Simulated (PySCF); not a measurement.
PySCF input for C2H3ClF2Si, SMILES C(/Cl)=C/[SiH](F)F, B3LYP/pcSseg-1. The structure is a stationary point at PBE-D3(BJ)/def2-SVP. The structure was generated by enumeration; whether it is a known compound was not checked. Other conformers were not sampled.

```python
import numpy as np
from pyscf import gto, scf, dft
from pyscf.prop.nmr import rks as nmr

mol = gto.M(
    atom='''
    F     2.05857827   -1.59754302   -0.36219931
    Si    1.06603539   -0.31836010   -0.16292035
    F     1.15405507    0.55877305   -1.53373313
    C    -0.64350619   -1.00924068    0.07945385
    C    -1.70480055   -0.29763727    0.50240798
    Cl   -1.63532118    1.40769577    0.84309247
    H     1.57959101    0.51668980    0.95825676
    H    -0.81700850   -2.08366285   -0.10764518
    H    -2.71047763   -0.71661599    0.66992205
    ''',
    basis='pcSseg-1',
    charge=0,
    spin=0,
    max_memory=1600,
    verbose=3,
)
mf = dft.RKS(mol, xc='b3lyp')
mf.grids.level = 3
mf.conv_tol = 1e-10
mf.max_cycle = 100
mf.kernel()
n = nmr.NMR(mf)
n.verbose = 2
n.max_cycle_cphf = 60
sigma = n.kernel()
print('atom   isotropic/ppm   span/ppm')
for i, s in enumerate(sigma):
    w = np.linalg.eigvalsh((s + s.T) / 2)
    print(f'{mol.atom_symbol(i):2s}{i + 1:3d} {w.mean():14.3f} {w[2] - w[0]:11.3f}')
```

It prints:

```
converged SCF energy = -1027.49145825858
atom   isotropic/ppm   span/ppm
F   1        326.619     139.838
Si  2        364.090      44.876
F   3        316.589     135.662
C   4         46.536     209.862
C   5         17.601     215.067
Cl  6        647.419     552.058
H   7         25.990       8.381
H   8         25.396       3.862
H   9         24.253       6.639
```

Self-consistency was reached.

Cost: about 26 core-seconds (a rough figure).
